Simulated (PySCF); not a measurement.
Species: C₇H₁₃ (doublet state).
Geometry (GFN2-xTB, Å), atoms numbered from 1 in this order:
```
atom  x, y, z in Å
C1    -1.743   -1.867   -0.447
C2    -1.520   -0.440   -0.629
C3    -0.849    0.580   -0.188
C4    -1.010    1.965   -0.760
C5     0.168    0.485    0.951
C6     1.610    0.449    0.442
C7     1.897   -0.796   -0.387
H8    -1.343   -2.426   -1.294
H9    -1.264   -2.240    0.468
H10   -2.812   -2.076   -0.373
H11   -1.367    2.649    0.010
H12   -0.055    2.340   -1.126
H13   -1.720    1.961   -1.581
H14    0.034    1.350    1.604
H15   -0.027   -0.418    1.532
H16    1.810    1.339   -0.159
H17    2.284    0.476    1.302
H18    1.745   -1.694    0.208
H19    2.925   -0.789   -0.742
H20    1.232   -0.838   -1.246
```

The hyperfine couplings belong to this conformer and change with its torsions.

As a line formula: `C/[C]=C(/C)CCC` [radical].

Computed, not measured: UKS B3LYP, pcH-1 on C H, non-relativistic, mean-field spin-orbit, GIAO in PySCF. One conformer (not necessarily the lowest) at the GFN2-xTB geometry, without solvent, vibrations or thermal averaging. A GFN2-xTB geometry isn't a minimum of the functional, and hyperfine couplings can be far from their values at a DFT geometry. Stability of the SCF solution: not tested.

Mulliken spin populations: C1 -0.046, C2 +1.003, C3 -0.161, C4 +0.041, C5 +0.074, C6 -0.004, C7 0.000, H8 +0.005, H9 +0.072, H10 +0.012, H11 -0.002, H12 -0.002, H13 +0.004, H14 +0.002, H15 -0.004, H16 +0.001, H17 +0.003, H18 0.000, H19 0.000, H20 0.000.

What dipolar couplings does the calculation give for H8, H9, H10, H11, H12, H13, H14, H15, H16, H17, H18, H19?

```tsv
atom	position	distance from C2 (Å)	T1 (MHz)	T2	T3
H8	2 bonds from C2	2.10	-6.51	-4.90	11.41
H9	2 bonds from C2	2.12	-5.53	-1.95	7.48
H10	2 bonds from C2	2.10	-6.78	-5.51	12.30
H11	3 bonds from C2	3.16	-2.99	-2.10	5.09
H12	3 bonds from C2	3.18	-2.92	-2.08	5.00
H13	3 bonds from C2	2.59	-6.55	-2.29	8.84
H14	3 bonds from C2	3.26	-4.08	-1.12	5.20
H15	3 bonds from C2	2.63	-5.72	-0.56	6.29
H16	4 bonds from C2	3.80	-1.34	-0.97	2.31
H17	4 bonds from C2	4.36	-1.02	-0.67	1.68
H18	5 bonds from C2	3.60	-1.41	-1.20	2.61
H19	5 bonds from C2	4.46	-0.76	-0.68	1.44
```

Estimate them with point dipoles: put each population ρk at its nucleus, leave out the nucleus itself and the atom bound to it, and sum T = Σ [ρk/(2S)]·C·(3 n nᵀ − 1)/r³ with C = μ0 gₑ μB g_N μN/(4π h) = 79.06 MHz Å³.

| atom | T1 (MHz) | T2 | T3 | T3, computed | difference in T3 (%) |
| --- | --- | --- | --- | --- | --- |
| H8 | -9.16 | -6.90 | 16.06 | 11.41 | +41 |
| H9 | -8.10 | -7.69 | 15.79 | 7.48 | +111 |
| H10 | -9.29 | -6.85 | 16.13 | 12.30 | +31 |
| H11 | -1.81 | -1.26 | 3.07 | 5.09 | -40 |
| H12 | -1.73 | -1.22 | 2.95 | 5.00 | -41 |
| H13 | -4.41 | -3.41 | 7.83 | 8.84 | -11 |
| H14 | -1.36 | -1.13 | 2.50 | 5.20 | -52 |
| H15 | -3.99 | -3.48 | 7.47 | 6.29 | +19 |
| H16 | -1.52 | -0.97 | 2.50 | 2.31 | +8 |
| H17 | -1.30 | -1.16 | 2.45 | 1.68 | +46 |
| H18 | -1.70 | -1.52 | 3.22 | 2.61 | +23 |
| H19 | -0.87 | -0.79 | 1.66 | 1.44 | +15 |

In T3 the estimate is closest for H16 (+8 %, 3.80 Å from C2) and worst for H9 (+111 %, 2.12 Å).

If all the spin sat on C2, T∥ = 2C/r³. What distance does the computed T3 of H12 then imply?

r = (2 × 79.06/5.00)^(1/3) = 3.16 Å, against 3.18 Å in the structure.

The run took 97 s wall (with the writing of density and orbital grids) on Arm Neoverse V1, one thread, no GPU, shared host with 32 logical CPUs at a one-minute load of 31, and the process peaked at 0.97 GiB of memory.
